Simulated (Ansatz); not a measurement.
Species, as SMILES: [GaH] (GaH) (closed-shell singlet).
Atoms: Ga1, H2. Bonds: Ga1-H2.

How fast the highest harmonic wavenumber converges with the basis for several methods (Ansatz, a program for electronic structure): deviation from each method's own reference, in cm⁻¹. References: CCSD(T) 1603 cm⁻¹, the value in def2-QZVPPD; HF 1666 cm⁻¹, the value in def2-QZVPPD; MP2 1651 cm⁻¹, the value in def2-QZVPPD; PBE 1521 cm⁻¹, the value in def2-QZVPPD; PBE0 1590 cm⁻¹, the value in def2-QZVPPD. Cartesian d functions, on some or all atoms, in 6-31G; all else is spherical. In correlated methods cores are frozen (with 3d on Ga to Br). No added dispersion term, no relativity. Each level at its own minimum, unscaled; the references are large sets that could be run, not limits.

| basis | functions | CCSD(T) | HF | MP2 | PBE | PBE0 |
|---|---|---|---|---|---|---|
| pcseg-0 | 24 | -259 | -175 | -220 | … | -139 |
| 6-31G | 31 | -175 | -80 | -138 | … | -98 |
| cc-pVDZ | 32 | 7 | -2 | 3 | … | -3 |
| def2-SV(P) | 34 | -17 | 27 | 11 | … | 22 |
| def2-SVP | 37 | 40 | 25 | 36 | … | 16 |
| def2-SVPD | 46 | 4 | 15 | 3 | … | 13 |
| 6-311G** | 50 | 14 | 3 | 11 | … | 3 |
| pcseg-2 | 57 | 1 | -14 | -5 | … | -7 |
| def2-TZVPD | 63 | 17 | 9 | 11 | … | 11 |
| aug-cc-pVTZ | 82 | -19 | -12 | -20 | … | -7 |
| aug-pcseg-2 | 82 | -1 | -5 | -5 | … | -1 |
| def2-QZVPPD | 128 | 0 | 0 | 0 | … | 0 |

Question: Some entries are withheld; supply them.

Answer: 
- pcseg-0, PBE: -122
- 6-31G, PBE: -94
- cc-pVDZ, PBE: -4
- def2-SV(P), PBE: 20
- def2-SVP, PBE: 14
- def2-SVPD, PBE: 14
- 6-311G**, PBE: 3
- pcseg-2, PBE: -8
- def2-TZVPD, PBE: 12
- aug-cc-pVTZ, PBE: -5
- aug-pcseg-2, PBE: -2
- def2-QZVPPD, PBE: 0

Mean absolute deviation over 6-311G**, pcseg-2, def2-TZVPD, aug-cc-pVTZ, aug-pcseg-2: PBE 6, PBE0 6, HF 9, MP2 10, CCSD(T) 10 cm⁻¹.
